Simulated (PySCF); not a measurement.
**Electron correlation in Te³⁺ (tellurium, charge +3)**

[Kr] 4d10 5s2 5p1, 2P determinant. Calculation: PySCF 2.14, in aug-cc-pwCVDZ-PP with ECP28MDF; a scalar-relativistic core potential. Frozen: 4s2 4p6 4d10; 3 electrons correlated.

| level | correlation energy (mhartree) |
| --- | --- |
| CCSD | -45.17 |
| (T) | -0.39 |
| CCSD(T) | -45.56 |
| CCSDT | -45.70 |

Diagnostics: T1 = 0.0072, D1 = 0.0175, largest double amplitude 0.094.

Is a single reference adequate?

Mostly. T1 lies below 0.03, but a double amplitude of this size points to a near-degeneracy that CCSD handles and MP2 describes poorly.
